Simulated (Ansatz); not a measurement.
Correlation energies of BrF₂H₃Si₂, SMILES `F[SiH2][SiH](F)Br` by basis set

Z-matrix (Å, degrees):
```
Si
Si 1 2.350
F 1 1.603 2 107.9
H 1 1.485 2 111.5 3 118.7
H 1 1.483 2 110.1 3 -118.7
Br 2 2.210 1 108.7 3 63.9
F 2 1.598 1 108.1 3 -178.3
H 2 1.481 1 116.0 3 -57.3
```

Total charge 0; spin multiplicity 1. Correlated methods include outer-core shells of Br, which these sets cover unevenly. Scalar relativity is left out up to krypton. All single points use the PBE0-D4/def2-TZVP geometry. It is one conformer, not always the lowest. Frozen core, restricted reference, Ansatz.

```
     basis      HF (Eh)  MP2 corr.  CCSD corr.       (T)  CCSD(T) total
  def2-SVP            ?          ?           ?         ?              ?
def2-TZVPP  -3351.19882   -1.00702    -1.03904  -0.03277    -3352.27063
def2-QZVPP  -3351.27636   -1.39405           –         –              –
```

(1) Fill in the withheld values. (An estimate is asked.)

Answers

(1) Computed: def2-SVP HF (Eh): -3350.40267; def2-SVP MP2 corr.: -0.78513; def2-SVP CCSD corr.: -0.81808; def2-SVP (T): -0.01571; def2-SVP CCSD(T) total: -3351.23646.
